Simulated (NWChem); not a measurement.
CdS; SMILES [S]=[Cd]

All runs: NWChem. B3LYP is NWChem's, with the RPA form of VWN correlation. The level has its own optimisation; frequencies are unscaled.

Question: What does the run give for B3LYP/3-21G (all-electron, non-relativistic)? Quantities: r Cd–S (Å); highest harmonic frequency (cm⁻¹); zero-point energy (kcal/mol).

Answer: 
| Item | Result |
|---|---|
| r Cd–S (Å) | 2.364 |
| highest harmonic frequency (cm⁻¹) | 342 |
| zero-point energy (kcal/mol) | 0.5 |
